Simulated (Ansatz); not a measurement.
`C[CH](C)[Ga]([SH])[SH]` + `[OH][Ge][OH]` → `[SH][GaH][SH]` + `CC(C)[O][Ge][OH]`  (redistribution)

Computed with Ansatz on PBE0-D4/def2-TZVP structures; ΔE is electronic, products minus reactants. CBS: MP2 limit from def2 TZ/QZ plus the TZ coupled-cluster correction, frozen cores. DFT in def2-TZVPP. For Ga, Ge outer-core shells are correlated without core-valence functions, which leaves a few kJ/mol of doubt a bond. Scalar relativity is left out up to krypton. One conformer a species, not always the lowest.

`C[CH](C)[Ga]([SH])[SH]`:

```xyz
15

C     0.539    1.700   -0.021
C    -0.348    0.509   -0.371
C     0.050   -0.131   -1.693
Ga   -0.381   -0.795    1.119
S     0.010   -2.957    0.896
S    -0.807   -0.128    3.181
H     0.495    2.458   -0.811
H     1.587    1.404    0.083
H     0.240    2.181    0.914
H    -1.384    0.862   -0.448
H     1.068   -0.531   -1.656
H     0.025    0.606   -2.504
H    -0.618   -0.949   -1.976
H     0.222   -2.873   -0.428
H    -0.698   -1.355    3.715
```

`[OH][Ge][OH]`:

Cartesian coordinates in Å:
```
O 0.699 0.837 0.883
Ge 1.024 0.165 -0.744
O -0.452 -0.796 -1.063
H -0.129 0.615 1.318
H -1.142 -0.821 -0.394
```

`[SH][GaH][SH]`:

Cartesian coordinates in Å:
```
S -1.247 1.459 -0.021
Ga 0.009 -0.135 -0.866
S 1.243 -1.393 0.447
H -0.895 1.230 1.254
H 0.024 -0.374 -2.400
H 0.867 -0.788 1.586
```

`CC(C)[O][Ge][OH]`:

Z-matrix (Å, degrees):
```
C
C 1 1.517
H 1 1.095 2 110.3
H 1 1.091 2 110.4 3 119.7
H 1 1.093 2 111.0 3 -119.9
C 2 1.518 1 111.9 3 59.2
O 2 1.416 1 109.8 3 -66.9
H 2 1.098 1 108.4 3 178.3
H 6 1.093 2 110.8 1 -178.4
H 6 1.092 2 110.4 1 61.9
H 6 1.094 2 111.3 1 -57.6
Ge 7 1.797 2 127.8 1 90.1
O 12 1.778 7 93.8 2 -177.0
H 13 0.965 12 111.0 7 0.4
```

CCSD(T)/CBS gives +0.54 eV.

Task: Another level gave +0.45 eV. Which?
A. B2PLYP/def2-TZVPP
B. r2SCAN/def2-TZVPP
C. MP2/def2-TZVPP
D. SCS-MP2/def2-TZVPP

Result: A. B2PLYP 0.45, r2SCAN 0.41, SCS-MP2/def2-TZVPP 0.51, MP2/def2-TZVPP 0.58 eV.

Largest T1 diagnostic among the species: 0.015.

The D4 term adds +0.04 eV with B3LYP and +0.03 eV with PBE0; it sums over pairs of atoms, weighted by their polarisabilities, and B3LYP, whose exchange is more repulsive, gets the larger term. In def2-TZVPP, CCSD(T) changes the Hartree–Fock value by +0.18 eV (the triples alone add +0.01 eV) and MP2 by +0.29 eV.

B3LYP here is the variant with VWN-RPA as its local correlation; programs differ in this.
